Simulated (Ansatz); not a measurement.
`CCC(C)(CC(C)(CC(C)(C)C(=O)OCc1ccccc1)C(=O)OC)C(=O)OC1CCOC1=O`. Total charge 0; singlet. Geometry PBE-D4/def2-SVP; atoms count from 1.

```xyz
70

C     3.089   -2.834   -2.024
C     3.794   -1.600   -1.461
C     3.024   -0.748   -0.389
C     3.894    0.482   -0.079
C     1.626   -0.388   -0.943
C     0.730    0.650   -0.190
C     0.602    0.324    1.303
C    -0.633    0.583   -0.953
C    -1.874    1.414   -0.506
C    -2.594    0.823    0.732
C    -1.567    2.901   -0.284
C    -2.892    1.312   -1.658
O    -3.435    2.255   -2.205
O    -3.140    0.016   -1.975
C    -4.156   -0.222   -2.985
C    -5.529   -0.302   -2.367
C    -6.011   -1.528   -1.865
C    -7.270   -1.604   -1.253
C    -8.063   -0.451   -1.135
C    -7.591    0.775   -1.630
C    -6.331    0.851   -2.241
C     1.332    2.040   -0.448
O     1.559    2.490   -1.556
O     1.597    2.732    0.691
C     2.153    4.037    0.492
C     2.865   -1.677    0.816
O     2.014   -2.539    0.933
O     3.853   -1.488    1.741
C     3.856   -2.399    2.860
C     3.219   -1.776    4.095
C     4.386   -0.973    4.684
O     5.572   -1.715    4.333
C     5.338   -2.535    3.264
O     6.191   -3.211    2.748
H     2.790   -3.542   -1.226
H     2.176   -2.569   -2.594
H     3.765   -3.371   -2.719
H     4.043   -0.900   -2.288
H     4.765   -1.897   -1.009
H     4.925    0.178    0.184
H     3.497    1.078    0.764
H     3.940    1.135   -0.972
H     1.043   -1.328   -1.005
H     1.756   -0.012   -1.978
H     0.010    1.088    1.836
H     0.126   -0.665    1.441
H     1.593    0.300    1.798
H    -0.939   -0.481   -0.984
H    -0.399    0.867   -2.000
H    -3.577    1.317    0.874
H    -2.007    0.982    1.655
H    -2.774   -0.263    0.610
H    -0.916    3.038    0.600
H    -1.065    3.344   -1.165
H    -2.505    3.465   -0.118
H    -3.869   -1.186   -3.445
H    -4.103    0.587   -3.740
H    -5.390   -2.433   -1.960
H    -7.637   -2.568   -0.869
H    -9.053   -0.509   -0.658
H    -8.210    1.681   -1.540
H    -5.945    1.811   -2.616
H     1.458    4.675   -0.090
H     3.113    3.975   -0.060
H     2.313    4.460    1.500
H     3.412   -3.362    2.548
H     2.916   -2.585    4.791
H     2.324   -1.168    3.863
H     4.359   -0.876    5.787
H     4.458    0.043    4.237
```

Single mean-field runs in def2-SVP are fitted with def2-universal-jkfit.

Estimate the Mulliken populations of the heavy atoms from the PBE0/def2-SVP orbitals of Ansatz.


| atom | charge (e) |
| --- | --- |
| C1 | -0.07 |
| C2 | -0.05 |
| C3 | -0.44 |
| C4 | 0.05 |
| C5 | 0.09 |
| C6 | -0.42 |
| C7 | 0.06 |
| C8 | 0.08 |
| C9 | -0.43 |
| C10 | 0.02 |
| C11 | 0.05 |
| C12 | 0.32 |
| O13 | -0.25 |
| O14 | -0.35 |
| C15 | 0.26 |
| C16 | -0.14 |
| C17 | -0.01 |
| C18 | -0.03 |
| C19 | -0.02 |
| C20 | -0.03 |
| C21 | -0.01 |
| C22 | 0.30 |
| O23 | -0.26 |
| O24 | -0.34 |
| C25 | 0.10 |
| C26 | 0.34 |
| O27 | -0.26 |
| O28 | -0.34 |
| C29 | -0.01 |
| C30 | -0.07 |
| C31 | 0.17 |
| O32 | -0.34 |
| C33 | 0.31 |
| O34 | -0.21 |
Mulliken values depend strongly on the basis.

And the Mayer bond orders between heavy atoms (over 0.3)?

C1–C2 1.09 (1.53 Å); C2–C3 1.01 (1.57 Å); C3–C4 1.06 (1.54 Å); C3–C5 0.99 (1.55 Å); C3–C26 0.89 (1.53 Å); C5–C6 1.01 (1.56 Å); C6–C7 1.06 (1.53 Å); C6–C8 1.02 (1.56 Å); C6–C22 0.88 (1.54 Å); C8–C9 0.97 (1.56 Å); C9–C10 1.02 (1.55 Å); C9–C11 1.07 (1.53 Å); C9–C12 0.90 (1.54 Å); C12–O13 2.04 (1.22 Å); C12–O14 1.14 (1.36 Å); O14–C15 0.89 (1.45 Å); C15–C16 1.05 (1.51 Å); C16–C17 1.39 (1.41 Å); C16–C21 1.40 (1.41 Å); C17–C18 1.40 (1.40 Å); C18–C19 1.40 (1.40 Å); C19–C20 1.39 (1.40 Å); C20–C21 1.39 (1.40 Å); C22–O23 2.02 (1.22 Å); C22–O24 1.15 (1.36 Å); O24–C25 0.90 (1.43 Å); C26–O27 1.99 (1.22 Å); C26–O28 1.13 (1.37 Å); O28–C29 0.87 (1.44 Å); C29–C30 1.05 (1.52 Å); C29–C33 0.89 (1.54 Å); C30–C31 1.04 (1.53 Å); C31–O32 0.91 (1.44 Å); O32–C33 1.10 (1.37 Å); C33–O34 2.17 (1.20 Å).
